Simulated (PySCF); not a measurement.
Vibration and rotation of KZn⁺

RHF-CCSD(T) constants of KZn⁺, ¹Σ⁺ (singlet), closed shell (K x2c-SVPall, Zn x2c-SVPall; spin-free X2C with a Gaussian nucleus (PySCF 2.14); masses 38.9637 and 63.9291 u):

- ωe: 85.4 cm⁻¹
- ωexe: 0.764 cm⁻¹
- Be: 0.055539 cm⁻¹
- αe: 0.000556 cm⁻¹
- D (centrifugal): 9.4e-08 cm⁻¹
- De to K⁺ + Zn: 0.262 eV

Problem. Give the band origin of the fundamental and the first lines of its P and R branches.

Solution. ν0 = ωe − 2ωexe = 83.9 cm⁻¹, B0 = 0.055261, B1 = 0.054705 cm⁻¹.

```
J″  P(J″) − ν0  R(J″) − ν0
 0                   0.109
 1      -0.111       0.218
 2      -0.222       0.325
 3      -0.335       0.431
 4      -0.449       0.536
 5      -0.564       0.640
 6      -0.680       0.742
```

Problem. Near which J would the R branch turn back, without centrifugal distortion?

Solution. At J ≈ (B0 + B1)/(2(B0 − B1)) − 1 ≈ 98.

Correlated steps freeze 10 core orbitals. The bond is weak. Basis-set superposition, not corrected here, can be much of De in a small basis, most of all at correlated wavefunction levels. For an ion De counts to the pair picked by the measured ionisation energies or electron affinities, which need not be the lowest pair at this level.
